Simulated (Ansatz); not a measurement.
Reaction (redistribution): `CC[N]([AlH2])[SiH3]` + `C[N](C)[AlH2]` → `C[N]([AlH2])[AlH2]` + `CCN(C)[SiH3]`

Program: Ansatz. Geometries: PBE0-D4/def2-TZVP. ΔE: electronic, gas phase. CCSD(T)/CBS adds triple-zeta CCSD(T) − MP2 to the extrapolated MP2 energy (def2 sets, frozen cores). This one scheme is used for every species. Functionals use def2-TZVPP. B3LYP here is the variant with VWN-RPA as its local correlation; programs differ in this. One conformer a species, not always the lowest.

(1) Is it downhill or uphill in electronic energy at CCSD(T)/CBS, and by how much? (Estimate.)

(2) What do these levels give: PBE-D4, r2SCAN-D4, B97M-V, B3LYP-D4, r2SCANh-D4, CAM-B3LYP-D4, ωB97X-V, r2SCAN, BHLYP, HF/def2-SVP, CCSD/def2-TZVPP, CCSD(T)/def2-TZVPP? (Estimate.)

Largest T1 diagnostic among the species: 0.012.

## Answers

(1) Ansatz gave: Uphill: ΔE = +20.5 kJ/mol.

(2) Computed: PBE-D4 21.7, r2SCAN-D4 21.2, B97M-V 22.5, B3LYP-D4 20.6, r2SCANh-D4 20.7, CAM-B3LYP-D4 20.0, ωB97X-V 18.9, r2SCAN 21.2, BHLYP 18.9, HF/def2-SVP 16.8, CCSD/def2-TZVPP 20.2, CCSD(T)/def2-TZVPP 20.8 kJ/mol.

Leaving LDA and LC-ωPBE aside and taking each functional with its dispersion term where it has one, the values spread over 3.6 kJ/mol, from ωB97X-V to B97M-V. In def2-TZVPP, CCSD(T) changes the Hartree–Fock value by +3.5 kJ/mol (the triples alone add +0.6 kJ/mol) and MP2 by +3.3 kJ/mol.
